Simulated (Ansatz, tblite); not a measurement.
Spin states of the cluster TiCl₃, each relaxed with PBE-D4/def2-SVP in Ansatz. Electronic energies in the gas phase.

The xTB rows come from tblite. B3LYP takes the VWN-RPA correlation. Correlated methods freeze 20 core orbitals; core or outer-core shells of Ti are correlated, in sets that lack core-valence functions. In the quartet, Cl3 and Cl4 lie 2.72 Å apart (atoms count from 1), so these atoms are partly bonded to each other. The structure comes from a short search, and lower isomers may exist.

Doublet geometry (D3h within 0.1 Å):

Cartesian coordinates in Å:
```
Ti 0.002 0.001 0.000
Cl 0.222 1.467 1.612
Cl -0.088 0.663 -2.085
Cl -0.136 -2.132 0.473
```

Quartet geometry (C2v within 0.1 Å):

```xyz
4

Ti   -0.286    0.298    0.154
Cl   -1.725    1.801    0.930
Cl    0.302   -1.126   -1.700
Cl    1.709   -0.973    0.616
```

Run but left out: HF/def2-TZVP, MP2/def2-TZVP, CCSD/def2-TZVP, CCSD(T)/def2-TZVP (flagged by the program: other roots).

Only these spin states were relaxed.

```
                level  quartet − doublet (kJ/mol)  lowest of these
LDA (SPW92)/def2-TZVP                       357.3          doublet
     PBE-D4/def2-TZVP                       334.7          doublet
  r2SCAN-D4/def2-TZVP                       328.3          doublet
     B97M-V/def2-TZVP                       330.3          doublet
   B3LYP-D4/def2-TZVP                       314.3          doublet
    PBE0-D4/def2-TZVP                       314.4          doublet
```

Estimate the rows for GFN1-xTB, GFN2-xTB, r2SCAN0-D4/def2-TZVP, BHLYP-D4/def2-TZVP, RPA@PBE/def2-TZVP.


```csv
level,quartet − doublet (kJ/mol),lowest of these
GFN1-xTB,344.7,doublet
GFN2-xTB,372.9,doublet
r2SCAN0-D4/def2-TZVP,305.6,doublet
BHLYP-D4/def2-TZVP,290.5,doublet
RPA@PBE/def2-TZVP,316.9,doublet
```

The xTB methods have no spin-polarisation term.

How do the metal–ligand distances follow the spin state?


```tsv
state	donor atoms	mean metal–ligand distance (Å)	range (Å)	Mulliken spin on the metal (PBE0)
doublet	3	2.189	2.19–2.19	1.10
quartet	3	2.348	2.22–2.41	2.02
```

⟨S²⟩ at PBE0-D4/def2-TZVP: doublet 0.76 (pure 0.75), quartet 3.76 (pure 3.75).
